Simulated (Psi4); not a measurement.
A dimer, CH2O2 ··· H2Se (SMILES O=CO and [SeH2]), singlet; the first 5 atoms form monomer A.

```
8

O      0.7465    -0.5397     0.3172
C     -0.3615    -0.0006    -0.2191
O     -0.6832     1.1485    -0.1276
H      1.2243     0.1674     0.7822
H     -0.9261    -0.7755    -0.7528
Se    -3.3337     1.4341    -1.3358
H     -3.0951     2.7158    -0.6557
H     -4.6768     1.8660    -1.7500
```

**Question.** What interaction energy does SAPT0/jun-cc-pVDZ, frozen core in Psi4 give, and which attractive term is the largest?

**Answer.** Total -1.50 kcal/mol: electrostatics -5.38, exchange 7.21, induction -1.22, dispersion -2.11. The most attractive term is electrostatics.
